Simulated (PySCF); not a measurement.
Correlation energy of Fe³⁺ (iron, charge +3)

[Ar] 3d5, high-spin 6S determinant. Calculation: PySCF 2.14, in ANO-RCC-VTZP (6s5p3d2f1g, 59 functions); the spin-free X2C one-electron Hamiltonian (Gaussian nucleus). Frozen: [Ne]; 13 electrons correlated.

MP2 pair energies summed by pair of shells (mhartree):

```csv
pair,energy,share (%)
3p-3d,-170.44,48.0
3p-3p,-75.02,21.1
3d-3d,-65.99,18.6
3s-3p,-23.21,6.5
3s-3d,-17.81,5.0
3s-3s,-2.97,0.8
```

Total MP2 correlation energy: -355.45 mhartree.

Same-spin part -133.55 and opposite-spin part -221.90 mhartree; SCS-MP2 scales them by 1/3 and 6/5 to -310.79 mhartree.
